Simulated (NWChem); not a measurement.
System: TiNH3SO; SMILES [NH2][Ti]([OH])=[S]

```xyz
7

Ti    -0.0241    -0.3013    -0.1479
S     -0.0455     1.7562     0.0502
O     -1.5164    -1.2530     0.1129
H     -2.4265    -1.0220     0.3242
N      1.6428    -1.1042     0.1037
H      1.8011    -2.0983     0.2616
H      2.5159    -0.5975     0.2355
```
Atoms are numbered in this order, from 1.

All runs: NWChem. Coordinates come from a PBE0/def2-SVP optimisation.

### Question
Taking PBE/pcseg-2 as the yardstick, which of these has the fewest basis functions while keeping “highest occupied level (eV)” within 0.05 eV of it: PBE/def2-SVP; PBE/aug-pcseg-1; PBE/pcseg-1; PBE/STO-3G?

### Answer
PBE/pcseg-1 (a larger set in the list lies outside the tolerance).
| level | basis functions | highest occupied level (eV) |
|---|---|---|
| PBE/STO-3G | 40 | -1.54 |
| PBE/pcseg-1 | 92 | -5.83 |
| PBE/def2-SVP | 92 | -5.40 |
| PBE/aug-pcseg-1 | 147 | -5.91 |
| PBE/pcseg-2 | 192 | -5.82 |

The yardstick is one finite set, not the basis-set limit.
